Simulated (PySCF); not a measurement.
C2H8N2Si2, SMILES CC1=N[Si@@H](N)[SiH2]1.

Coordinates come from a PBE-D3(BJ)/def2-SVP optimisation. The structure was generated by enumeration; whether it is a known compound was not checked. One conformer was computed; it need not be the lowest.

These are PBE-D3(BJ)/def2-SVP in PySCF 2.14.0 values and carry that method's errors.

Frequencies are harmonic and unscaled.

### Question
Give all harmonic wavenumbers and intensities. (An estimate is asked for; the answer gives what the named calculation found.)

### Answer

| mode | ν (cm⁻¹) | IR (km/mol) | moving atoms (share of kinetic energy) |
|---|---|---|---|
| 1 | 77 | 3.8 | N 47 %, H 30 %, C 18 % |
| 2 | 143 | 1.6 | H 71 %, N 18 %, Si 8 % |
| 3 | 146 | 1.3 | H 58 %, N 21 %, Si 20 % |
| 4 | 239 | 10.2 | H 46 %, N 32 %, C 11 %, Si 11 % |
| 5 | 260 | 42.2 | H 81 %, C 10 % |
| 6 | 285 | 14.2 | H 48 %, C 26 %, Si 17 %, N 10 % |
| 7 | 302 | 23.5 | H 34 %, C 25 %, Si 23 %, N 18 % |
| 8 | 353 | 92.9 | H 63 %, Si 19 %, N 16 % |
| 9 | 392 | 35.9 | H 27 %, N 26 %, Si 26 %, C 21 % |
| 10 | 410 | 21.0 | Si 61 %, H 20 %, C 13 % |
| 11 | 477 | 11.5 | H 50 %, Si 23 %, N 15 %, C 11 % |
| 12 | 530 | 3.4 | C 32 %, Si 30 %, H 29 %, N 9 % |
| 13 | 608 | 20.5 | H 75 %, C 16 % |
| 14 | 626 | 36.2 | H 79 %, C 9 % |
| 15 | 684 | 13.3 | H 69 %, N 13 %, Si 10 % |
| 16 | 725 | 63.5 | N 53 %, H 32 %, Si 12 % |
| 17 | 770 | 87.9 | H 79 %, Si 12 %, N 8 % |
| 18 | 856 | 42.2 | N 42 %, H 32 %, Si 26 % |
| 19 | 885 | 207.2 | H 85 % |
| 20 | 900 | 97.5 | H 67 %, Si 17 %, N 11 % |
| 21 | 957 | 27.9 | H 53 %, C 31 %, N 12 % |
| 22 | 964 | 3.7 | H 59 %, C 36 % |
| 23 | 1138 | 17.5 | C 67 %, H 28 % |
| 24 | 1311 | 11.4 | H 70 %, C 30 % |
| 25 | 1375 | 20.7 | H 94 % |
| 26 | 1389 | 12.3 | H 96 % |
| 27 | 1487 | 41.7 | H 89 %, N 11 % |
| 28 | 1562 | 90.0 | C 59 %, N 38 % |
| 29 | 2099 | 137.9 | H 97 % |
| 30 | 2118 | 90.6 | H 96 % |
| 31 | 2168 | 127.0 | H 97 % |
| 32 | 2957 | 8.8 | H 97 % |
| 33 | 3039 | 4.3 | H 91 %, C 9 % |
| 34 | 3076 | 7.7 | H 90 %, C 10 % |
| 35 | 3495 | 32.4 | H 96 % |
| 36 | 3595 | 29.2 | H 91 %, N 9 % |
